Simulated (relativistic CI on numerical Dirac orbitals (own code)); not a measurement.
# Mn⁶⁺: 3p photoemission

Computed with this model: Dirac-Coulomb-Breit CI, separate exchange-only KLI orbitals for each configuration, QED by a radiative potential, valence Slater integrals scaled by 0.9, multiplet model of photoemission in the sudden approximation; configurations [Ar] 3d → [Ne] 3s2 3p5 3d; 300 K; Lorentzian 0.8 eV and Gaussian 0.6 eV FWHM. Energies are those of the free ion, without screening or charge transfer. The energies are binding energies and can lie tens of eV above those of solids. S is read from ⟨S²⟩ = S(S + 1).

Field parameters in Wybourne normalisation: Oh B⁴₀ = 21Dq, B⁴₄ = √(5/14) B⁴₀. The field is a parameter set, without covalency.

Computed curve for Oh, 10Dq = 26550 cm⁻¹, scaled to 100 at the maximum (points under 2 are left out and the grid is thinned):

| Energy (eV) | Intensity |
| --- | --- |
| 161.2 | 2.0 |
| 161.5 | 2.3 |
| 161.8 | 2.6 |
| 162.1 | 3.1 |
| 162.3 | 3.4 |
| 162.6 | 4.1 |
| 162.9 | 5.0 |
| 163.2 | 6.3 |
| 163.5 | 8.4 |
| 163.8 | 11.9 |
| 164.1 | 18.5 |
| 164.4 | 31.4 |
| 164.6 | 44.4 |
| 164.9 | 65.3 |
| 165.2 | 76.4 |
| 165.5 | 73.5 |
| 165.8 | 62.2 |
| 166.1 | 54.8 |
| 166.4 | 59.8 |
| 166.6 | 68.5 |
| 166.9 | 85.1 |
| 167.2 | 94.8 |
| 167.5 | 88.2 |
| 167.8 | 69.3 |
| 168.1 | 47.3 |
| 168.4 | 32.5 |
| 168.6 | 28.3 |
| 168.9 | 28.8 |
| 169.2 | 36.6 |
| 169.5 | 53.0 |
| 169.8 | 78.3 |
| 170.1 | 98.5 |
| 170.4 | 93.8 |
| 170.7 | 70.4 |
| 170.9 | 53.6 |
| 171.2 | 34.2 |
| 171.5 | 24.7 |
| 171.8 | 23.7 |
| 172.1 | 26.4 |
| 172.4 | 26.1 |
| 172.7 | 21.8 |
| 172.9 | 19.1 |
| 173.2 | 16.2 |
| 173.5 | 12.5 |
| 173.8 | 8.5 |
| 174.1 | 5.8 |
| 174.4 | 4.2 |
| 174.7 | 3.3 |
| 174.9 | 2.8 |
| 175.2 | 2.4 |
| 175.5 | 2.1 |
| 186.6 | 3.0 |
| 186.9 | 5.4 |
| 187.2 | 9.7 |
| 187.5 | 14.3 |
| 187.8 | 14.1 |
| 188.0 | 11.1 |
| 188.3 | 6.3 |
| 188.6 | 3.4 |
| 188.9 | 2.1 |

The ground state has S = 0.50, and the centroid lies at 168.98 eV.
